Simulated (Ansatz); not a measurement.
Consider the substitution at a C–O bond: `C=C(O)BCl` + H–F → `C=C(F)BCl` + H₂O.

Program: Ansatz. Geometries: PBE0-D4/def2-TZVP. ΔE: electronic, gas phase. CBS: MP2 limit from def2 TZ/QZ plus the TZ coupled-cluster correction, frozen cores. This one scheme is used for every species. DFT in def2-TZVPP. One conformer a species, not always the lowest.

CCSD(T)/CBS gives +13.2 kJ/mol.

(1) Another level gave +14.2 kJ/mol. Which?
A. MP2/def2-TZVPP
B. BLYP/def2-TZVPP
C. r2SCAN-D4/def2-TZVPP
D. revPBE-D4/def2-TZVPP

(2) What do rigid-rotor, harmonic-oscillator terms from PBE0-D4/def2-TZVP frequencies (298.15 K, 1 bar) make of the CCSD(T)/CBS value? (An estimate is asked.)

Largest T1 diagnostic among the species: 0.013.

Answers

(1) D. revPBE-D4 14.2, r2SCAN-D4 9.2, BLYP 2.9, MP2/def2-TZVPP 19.1 kJ/mol.

(2) Computed: ΔZPE = -1.4 kJ/mol, ΔH = +12.4 kJ/mol, ΔS = 11 J/(mol·K), ΔG = +9.0 kJ/mol.

In def2-TZVPP, CCSD(T) changes the Hartree–Fock value by +11.6 kJ/mol (the triples alone add +1.9 kJ/mol) and MP2 by +17.5 kJ/mol. Leaving LDA and LC-ωPBE aside and taking each functional with its dispersion term where it has one, the values, not all of them listed here, spread over 8.8 kJ/mol, from B97M-V to PBE-QIDH. LDA lies +6.6 kJ/mol from PBE without D4. The D4 term adds +3.5 kJ/mol with B3LYP and +1.9 kJ/mol with PBE0; it sums over pairs of atoms, weighted by their polarisabilities, and B3LYP, whose exchange is more repulsive, gets the larger term.

B3LYP here is the variant with VWN-RPA as its local correlation; programs differ in this.
